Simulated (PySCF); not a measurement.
Ligand exchange on a metal centre used in film growth or etching (Sc NH2-Br). Isolated molecules, 0 K electronic values unless said otherwise. One relaxed conformer stands for each flexible species; it need not be the lowest.

The numbers are results of B3LYP-D3(BJ)/def2-TZVP // BP86-D3(BJ)/def2-SVP in PySCF, not measurements. B3LYP has the VWN-RPA correlation part, as in Gaussian. 

| species | HOMO (eV) | mean distance from the central atom to its bonded neighbours (Å) | charge on the central atom (Mulliken) (e) | HOMO–LUMO gap (eV) |
|---|---|---|---|---|
| 0 of 3 NH2 replaced by Br | -6.33 | 1.992 | 1.36 | 5.01 |
| 1 of 3 NH2 replaced by Br ([Sc(NH2)2(Br)]) | -7.15 | 2.140 | (withheld) | 5.10 |
| 2 of 3 NH2 replaced by Br ([Sc(NH2)(Br)2]) | -7.92 | 2.284 | 1.15 | (withheld) |
| 3 of 3 NH2 replaced by Br ([Sc(Br)3]) | -8.30 | (withheld) | (withheld) | 4.62 |

Problem. What belongs in the gaps?

Solution. 
- 1 of 3 NH2 replaced by Br ([Sc(NH2)2(Br)]), charge on the central atom (Mulliken) (e): 1.25
- 2 of 3 NH2 replaced by Br ([Sc(NH2)(Br)2]), HOMO–LUMO gap (eV): 5.06
- 3 of 3 NH2 replaced by Br ([Sc(Br)3]), mean distance from the central atom to its bonded neighbours (Å): 2.424
- 3 of 3 NH2 replaced by Br ([Sc(Br)3]), charge on the central atom (Mulliken) (e): 1.06
